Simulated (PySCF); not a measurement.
# Te (tellurium, neutral) across methods

[Kr] 4d10 5s2 5p4, high-spin 3P determinant. Calculation: PySCF 2.14, in x2c-TZVPPall; scalar relativity by spin-free X2C-1e.

```json
{"method": "MN15", "E (hartree)": "-6798.20", "mean ε 5s β (eV)": "-16.051", "mean ε 5p α (eV)": "-8.057", "mean ε 5p β (eV)": "-6.681", "Σ⟨r²⟩ (bohr²)": "60.74", "⟨S²⟩": "2.004"}
{"method": "PBE", "E (hartree)": "-6793.25", "mean ε 5s β (eV)": "-14.158", "mean ε 5p α (eV)": "-6.378", "mean ε 5p β (eV)": "-5.154", "Σ⟨r²⟩ (bohr²)": "61.20", "⟨S²⟩": "2.002"}
{"method": "LDA", "E (hartree)": "-6787.34", "mean ε 5s β (eV)": "-14.562", "mean ε 5p α (eV)": "-6.470", "mean ε 5p β (eV)": "-5.299", "Σ⟨r²⟩ (bohr²)": "61.08", "⟨S²⟩": "2.001"}
{"method": "BP86", "E (hartree)": "-6794.45", "mean ε 5s β (eV)": "-14.379", "mean ε 5p α (eV)": "-6.485", "mean ε 5p β (eV)": "-5.330", "Σ⟨r²⟩ (bohr²)": "61.21", "⟨S²⟩": "2.002"}
{"method": "r2SCAN", "E (hartree)": "-6793.70", "mean ε 5s β (eV)": "-14.289", "mean ε 5p α (eV)": "-6.798", "mean ε 5p β (eV)": "-5.443", "Σ⟨r²⟩ (bohr²)": "61.22", "⟨S²⟩": "2.005"}
{"method": "UHF", "E (hartree)": "-6790.85438", "mean ε 5s β (eV)": "-18.078", "mean ε 5p α (eV)": "-10.263", "mean ε 5p β (eV)": "-8.439", "Σ⟨r²⟩ (bohr²)": "61.79", "⟨S²⟩": "2.011"}
{"method": "PBE0", "E (hartree)": "-6793.34", "mean ε 5s β (eV)": "-15.442", "mean ε 5p α (eV)": "-7.552", "mean ε 5p β (eV)": "-6.212", "Σ⟨r²⟩ (bohr²)": "61.14", "⟨S²⟩": "2.004"}
{"method": "B97-3", "E (hartree)": "-6793.30", "mean ε 5s β (eV)": "-15.432", "mean ε 5p α (eV)": "-7.508", "mean ε 5p β (eV)": "-6.207", "Σ⟨r²⟩ (bohr²)": "61.27", "⟨S²⟩": "2.003"}
```

(1) Estimate the same row for wB97M-V.

## Answers

(1) E (hartree) = -6793.23; mean ε 5s β (eV) = -17.870; mean ε 5p α (eV) = -9.549; mean ε 5p β (eV) = -8.273; Σ⟨r²⟩ (bohr²) = 61.27; ⟨S²⟩ = 2.003.
